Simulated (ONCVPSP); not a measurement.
## What one change does to a pseudopotential (bromine, ONCV)

| Item | Value |
| --- | --- |
| Element | bromine |
| Generator | ONCVPSP 4.0.1 |
| Type | optimised norm-conserving Vanderbilt (ONCV) |
| Functional | PBE |
| Relativity | scalar-relativistic |
| Frozen core | [Ar] |
| Valence charge | 17 |
| Reference configuration | 3d10 4s2 4p5 |
| Partial waves | 4s: rc 1.40 bohr, ncon 4, nbas 7, qcut 4.9 1/bohr, 2 projectors, debl 2.8 Ha; 4p: rc 1.45 bohr, ncon 4, nbas 7, qcut 5.8 1/bohr, 2 projectors, debl 1.4 Ha; 3d: rc 0.80 bohr, ncon 4, nbas 9, qcut 17.5 1/bohr, local |
| Local potential | the d channel |
| Core correction | polynomial model core, fcfact 0.75 |

All-electron outer shells of the reference configuration (PBE, scalar-relativistic, ld1.x):

| shell | level (eV) | outermost node (bohr) | outermost maximum (bohr) |
| --- | --- | --- | --- |
| 3s | -238.08 | 0.23 | 0.48 |
| 3p | -173.49 | 0.21 | 0.48 |
| 3d | -66.72 | – | 0.43 |
| 4s | -20.13 | 0.67 | 1.41 |
| 4p | -7.86 | 0.70 | 1.66 |

Change: all radii but the core radius scaled by about 0.93 (s 1.30, p 1.36, d 0.74 bohr).

Cutoffs: the cutoffs (Ha) at which the residual kinetic energy of the hardest occupied pseudo-wave falls to 1 and 0.1 mHa per electron; they do not see the model core or the augmentation charge, which bear on the density cutoff. Errors are all-electron minus pseudo energies relative to the spin-unpolarised reference configuration.

Q: How do hardness, ghosts and transferability respond?

A: The potential gets harder (139 Ha and 186 Ha → 151 Ha and 511 Ha); both files keep a bound ghost (p, s); of the 4 tests that both files solve, the error grows in 1 and shrinks in 0 by more than 15 % and 0.3 meV (median size 5.1 → 6.1 meV). A smaller radius makes the pseudo-wave follow the all-electron one further in, where it bends more sharply, so more plane waves are needed.

| quantity | base | changed |
| --- | --- | --- |
| cutoff, loose | 139 Ha | 151 Ha |
| cutoff, tight | 186 Ha | 511 Ha |
| loose cutoff by channel | s 14 Ha, p 13 Ha, d 139 Ha | s 13 Ha, p 12 Ha, d 151 Ha |
| bound ghosts | s, p | s, p |
| GHOST(+) flags under 300 eV | s at 192.0 eV | s at 184.3 eV |
| error for 3d10 4s2 4p4, meV [ΔE 12.55 eV] | -2.0 | -2.0 |
| error for 3d10 4s2 4p3, meV [ΔE 35.31 eV] | -4.6 | -5.0 |
| error for 3d10 4s2 4p2, meV [ΔE 69.30 eV] | -5.5 | -7.2 |
| error for 3d9 4s2 4p5, meV [ΔE 78.44 eV] | -882 | -873 |
| rms error of d²Exc/dni dnj with the model core, mHa | 0.97 | 1.00 |

 A true bound ghost makes a file unfit for plane-wave use even where its test errors are small: the radial tests pick states by their node count and pass the ghost by.
